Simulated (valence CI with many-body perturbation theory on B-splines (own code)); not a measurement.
# Dy LIII: electric-dipole lines

Calculated by configuration interaction combined with many-body perturbation theory (CI+MBPT): four valence electrons over a frozen Dirac-Fock core [Ne], a basis of 11 s, 11 p, 10 d, 8 f, 5 g, 2 h functions for each j, with the one-electron correlation potential Σ1, the two-electron term Σ2, the three-electron term Σ3, Breit, model QED; selected CI, second order for the rest, scaled by the run's own slope (own B-spline code, finite nucleus).

No measured spectrum was set against this ion. As an estimate, large intervals hold to a few tenths of a per cent, small ones and those within an open d or f shell to about a per cent. Among the levels kept, up to 590 cm⁻¹ of a level comes from second order outside the variational space, and about a tenth of that is noise between levels of different J, which matters for small intervals.

Lines 151 to 200 of 567 in falling wavelength, among levels below 87.585 Ry, chosen from the strongest by gf and those to the six lowest levels. Wavelengths and rates use the calculated energies. Electric multipoles are in the length gauge, E1 and E2 with the static RPA response of the core. Weak lines are less certain than strong ones. Lines between different terms over intervals too small for the method are left out, as are lines whose strength nearly cancels. Where a level lies close to another of its J and parity, the split of strength between their lines is uncertain. The highest levels of a list are the least certain.

Levels are named by their leading jj configuration (3d3/2^4 stands for four electrons in 3d with j = 3/2), which in mixed levels can hold well under half, so a name can repeat and another be missing. Letters in brackets count levels of one name in rising energy.

```csv
λ vac (nm),Upper,Lower,A (s⁻¹),S (a.u.) with core polarisation,S without
4.858,(3s 3p1/2 3d5/2^2) J=3 [a],(3s 3p1/2 3p3/2 3d5/2) J=4 [b],4.41e+10,1.75e-02,1.77e-02
4.856,(3s 3p1/2 3d5/2^2) J=1 [b],(3s 3p1/2 3p3/2 3d5/2) J=2 [c],1.00e+11,1.70e-02,1.72e-02
4.856,(3s^2 3d3/2 3d5/2) J=4,(3s^2 3p3/2 3d3/2) J=3,1.96e+11,9.97e-02,1.01e-01
4.855,(3s 3p1/2 3p3/2 3d5/2) J=1 [c],(3s 3p1/2 3p3/2^2) J=1 [a],1.88e+11,3.19e-02,3.24e-02
4.855,(3s^2 3d3/2 3d5/2) J=1,(3s^2 3p3/2 3d3/2) J=0,8.61e+10,1.46e-02,1.48e-02
4.851,(3s 3p1/2 3p3/2 3d5/2) J=3 [d],(3s 3p1/2 3p3/2^2) J=2 [b],2.50e+11,9.85e-02,1.00e-01
4.851,(3s 3p1/2 3d3/2 3d5/2) J=2 [a],(3s 3p1/2 3p3/2 3d3/2) J=2 [b],5.70e+10,1.60e-02,1.63e-02
4.851,(3s 3p1/2 3p3/2 3d5/2) J=3 [a],(3s 3p1/2 3p3/2^2) J=2 [a],1.38e+11,5.44e-02,5.52e-02
4.840,(3p1/2 3p3/2^2 3d5/2) J=2 [d],(3p1/2 3p3/2^3) J=1,2.60e+11,7.28e-02,7.39e-02
4.839,(3s 3p1/2 3p3/2 3d5/2) J=2 [c],(3s 3p1/2 3p3/2^2) J=2 [b],7.06e+10,1.97e-02,2.00e-02
4.835,(3s^2 3d5/2^2) J=0,(3s^2 3p3/2 3d5/2) J=1,3.13e+11,1.75e-02,1.77e-02
4.833,(3s^2 3d3/2 3d5/2) J=1,(3s^2 3p3/2 3d3/2) J=1,8.30e+10,1.39e-02,1.41e-02
4.832,(3s 3p1/2 3d3/2 3d5/2) J=2 [c],(3s 3p1/2 3p3/2 3d3/2) J=1 [b],1.20e+11,3.35e-02,3.39e-02
4.827,(3s 3p1/2 3p3/2 3d5/2) J=1 [b],(3s 3p1/2 3p3/2^2) J=0,1.25e+11,2.08e-02,2.11e-02
4.826,(3p1/2^2 3p3/2 3d5/2) J=3,(3s 3p1/2 3p3/2 3d3/2) J=2 [a],2.06e+11,7.99e-02,8.11e-02
4.817,(3s 3p1/2 3p3/2 3d5/2) J=2 [c],(3s 3p1/2 3p3/2^2) J=1 [a],1.38e+11,3.81e-02,3.86e-02
4.817,(3s 3p1/2 3d5/2^2) J=3 [a],(3s 3p1/2 3p3/2 3d5/2) J=3 [b],9.43e+10,3.64e-02,3.69e-02
4.808,(3s 3p1/2 3d3/2 3d5/2) J=5,(3s 3p1/2 3p3/2 3d3/2) J=4,1.61e+11,9.71e-02,9.85e-02
4.786,(3s 3p3/2^2 3d5/2) J=2 [a],(3s 3p3/2^3) J=2,2.59e+11,7.01e-02,7.12e-02
4.768,(3s^2 3d3/2^2) J=2,(3s 3p1/2 3p3/2^2) J=1 [a],6.42e+10,1.72e-02,1.74e-02
4.764,(3s 3p1/2 3d3/2 3d5/2) J=4 [c],(3s 3p1/2 3p3/2 3d3/2) J=3 [b],1.62e+11,7.79e-02,7.91e-02
4.763,(3s 3p1/2 3d3/2 3d5/2) J=1 [a],(3s 3p1/2 3p3/2 3d3/2) J=0 [a],1.07e+11,1.71e-02,1.74e-02
4.758,(3p1/2 3p3/2^2 3d5/2) J=2 [d],(3p1/2 3p3/2^3) J=2,1.33e+11,3.54e-02,3.60e-02
4.741,(3s 3p1/2 3d3/2 3d5/2) J=2 [a],(3s 3p1/2 3p3/2 3d3/2) J=1 [a],1.13e+11,2.98e-02,3.02e-02
4.735,(3s 3p3/2^2 3d5/2) J=2 [c],(3s 3p3/2^3) J=1,5.13e+11,1.34e-01,1.36e-01
4.734,(3s 3p1/2 3d5/2^2) J=2 [b],(3s 3p1/2 3p3/2 3d5/2) J=2 [b],1.03e+11,2.70e-02,2.74e-02
4.697,(3s 3p1/2 3d5/2^2) J=5,(3s 3p1/2 3p3/2 3d5/2) J=5,7.95e+10,4.47e-02,4.54e-02
4.691,(3s 3p1/2 3d5/2^2) J=2 [a],(3s 3p1/2 3p3/2 3d5/2) J=2 [a],2.44e+11,6.21e-02,6.31e-02
4.690,(3s^2 3d5/2^2) J=4,(3s^2 3p3/2 3d5/2) J=4,7.78e+10,3.56e-02,3.62e-02
4.686,(3s^2 3p3/2 3d5/2) J=3,(3s^2 3p3/2^2) J=2,4.25e+11,1.51e-01,1.53e-01
4.684,(3s 3p1/2 3p3/2 3d5/2) J=3 [b],(3s 3p1/2 3p3/2^2) J=2 [a],1.24e+11,4.42e-02,4.48e-02
4.682,(3s 3p1/2 3p3/2 3d5/2) J=4 [c],(3s 3p1/2 3p3/2^2) J=3,1.48e+11,6.76e-02,6.86e-02
4.677,(3s 3p1/2^2 3d5/2) J=2,(3s 3p1/2^2 3p3/2) J=2,3.42e+10,8.64e-03,8.78e-03
4.656,(3s 3p3/2^2 3d5/2) J=2 [b],(3s 3p3/2^3) J=2,2.36e+11,5.87e-02,5.96e-02
4.653,(3s^2 3d5/2^2) J=2,(3s^2 3p3/2 3d5/2) J=2,2.72e+11,6.77e-02,6.87e-02
4.652,(3s 3p1/2 3d5/2^2) J=3 [a],(3s 3p1/2 3p3/2 3d5/2) J=3 [a],1.05e+11,3.64e-02,3.69e-02
4.638,(3s 3p3/2^2 3d5/2) J=3 [c],(3s 3p3/2^3) J=2,4.38e+11,1.51e-01,1.53e-01
4.612,(3s 3p1/2 3d5/2^2) J=1 [a],(3s 3p1/2 3p3/2 3d5/2) J=1 [a],1.10e+11,1.60e-02,1.62e-02
4.557,(3s 3p1/2 3d3/2 3d5/2) J=3 [b],(3s 3p1/2 3p3/2 3d3/2) J=3 [a],4.89e+10,1.60e-02,1.62e-02
4.528,(3s 3p1/2 3d5/2^2) J=4 [a],(3s 3p1/2 3p3/2 3d5/2) J=4 [a],9.33e+10,3.85e-02,3.91e-02
4.506,(3s 3p1/2 3d5/2^2) J=2 [b],(3s 3p1/2 3p3/2 3d5/2) J=3 [a],5.29e+10,1.19e-02,1.21e-02
4.469,(3s 3p1/2 3p3/2 3d5/2) J=3 [c],(3s 3p1/2 3p3/2^2) J=2 [a],1.37e+11,4.22e-02,4.28e-02
4.441,(3s 3p1/2 3p3/2 3d5/2) J=3 [d],(3s 3p1/2 3p3/2^2) J=3,5.11e+10,1.55e-02,1.57e-02
4.357,(3s 3p3/2^2 3d3/2) J=4,(3s^2 3p3/2 3d5/2) J=3,4.48e+10,1.65e-02,1.67e-02
4.004,(3s 3p3/2^2 3d5/2) J=4 [a],(3s^2 3p3/2 3d5/2) J=3,1.85e+11,5.27e-02,5.35e-02
3.960,(3p1/2 3p3/2^2 3d5/2) J=3 [a],(3s 3p1/2 3p3/2 3d5/2) J=2 [d],7.47e+10,1.60e-02,1.63e-02
3.912,(3s 3p1/2 3p3/2 3d3/2) J=2 [a],(3s^2 3p1/2 3d3/2) J=2,2.92e+09,4.32e-04,4.39e-04
3.870,(3p1/2 3p3/2^2 3d5/2) J=3 [a],(3s 3p1/2 3p3/2 3d5/2) J=2 [c],5.94e+10,1.19e-02,1.21e-02
3.812,(3s 3p3/2^2 3d5/2) J=0,(3s^2 3p3/2 3d5/2) J=1,4.09e+11,1.12e-02,1.14e-02
3.806,(3p1/2 3p3/2^2 3d5/2) J=4 [b],(3s 3p1/2 3p3/2 3d5/2) J=3 [d],1.84e+11,4.51e-02,4.58e-02
```
